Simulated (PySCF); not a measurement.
Electronic structure of Tl (thallium, neutral) at the UHF level

Configuration: [Xe] 4f14 5d10 6s1 6p2, 6s spin antiparallel (an excited configuration). Computed with PySCF 2.14 in aug-cc-pVTZ-PP with ECP60MDF (6s5p4d2f, 55 functions), with scalar relativity through the core potential.

```json
{
  "Total energy": "-171.243893 hartree",
  "One-electron energy": "-299.4970 hartree",
  "Hartree (Coulomb) energy": "142.1234 hartree",
  "Exchange energy": "-13.8704 hartree",
  "⟨S²⟩": "1.7507",
  "⟨L²⟩": "2.009",
  "Sum of ⟨r⟩": "32.10 bohr",
  "Sum of ⟨r²⟩": "72.78 bohr²",
  "Traceless quadrupole moment −½Σ⟨3z² − r²⟩ along its main axis": "6.91 e·bohr²"
}
```

| shell | electrons | mean orbital energy (hartree) | spread (hartree) | rms radius, mean of both spins (bohr) |
| --- | --- | --- | --- | --- |
| 5s β | 1 | -5.73603 | 0 | 0.952 |
| 5s α | 1 | -5.72785 | 0 | 0.952 |
| 5p β | 3 | -3.56138 | 0.01099 | 1.09 |
| 5p α | 3 | -3.55829 | 0.00548 | 1.09 |
| 5d β | 5 | -0.93255 | 0.01604 | 1.48 |
| 5d α | 5 | -0.92413 | 0.00926 | 1.48 |
| 6s β | 1 | -0.49616 | 0 | 2.62 |
| 6p α | 2 | -0.19417 | 0 | 4.19 |

Energies and moments cover only the electrons outside the core potential. Spin-orbit coupling is strong in this species (close to jj coupling), so the high-spin LS determinant is a model state, not a physical level. With the s spin flipped the determinant is a mixture of two multiplicities, not a spectroscopic state.
